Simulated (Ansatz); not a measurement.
C3H8FGaO, SMILES `CC[O][Ga]([CH3])[F]`, relaxed with RKS PBE0-D4/def2-TZVP in Ansatz 0.2.0 from a GFN2-xTB geometry. The force threshold is 0.005 eV/Å; the program also tests the step.

Total charge 0; spin multiplicity 1.

Start:

```xyz
14

C     0.560   -1.657   -1.460
C     1.414   -0.494   -0.974
O     0.725    0.342   -0.069
Ga   -0.878    0.503    0.610
C    -1.139    1.919    2.025
F    -2.198   -0.541    0.052
H     0.230   -2.247   -0.602
H    -0.324   -1.271   -1.970
H     1.126   -2.290   -2.139
H     1.734    0.118   -1.826
H     2.307   -0.872   -0.461
H    -1.904    2.620    1.698
H    -1.463    1.445    2.949
H    -0.189    2.427    2.169
```

By how much does the energy fall, and how many steps does the optimiser take? (Estimate.)

The calculation gave: 0.15 eV, in 36 steps, 1 of them rejected.

Which bonds change most? (Best estimate.)

The calculation gave: Ga4–C5 from 2.019 to 1.937 Å; O3–Ga4 from 1.748 to 1.772 Å; C1–C2 from 1.522 to 1.512 Å; Ga4–F6 from 1.773 to 1.765 Å.

Give the relaxed structure. (Estimate.)

The calculation gave: 
```xyz
14

C     0.684   -1.886   -1.112
C     1.226   -0.474   -1.114
O     0.922    0.212    0.084
Ga   -0.673    0.905    0.425
C    -1.209    1.789    2.062
F    -1.782    0.735   -0.938
H     1.050   -2.436   -0.242
H    -0.410   -1.878   -1.088
H     0.994   -2.420   -2.014
H     0.842    0.067   -1.987
H     2.319   -0.493   -1.198
H    -1.533    2.807    1.842
H    -2.049    1.255    2.510
H    -0.381    1.816    2.770
```
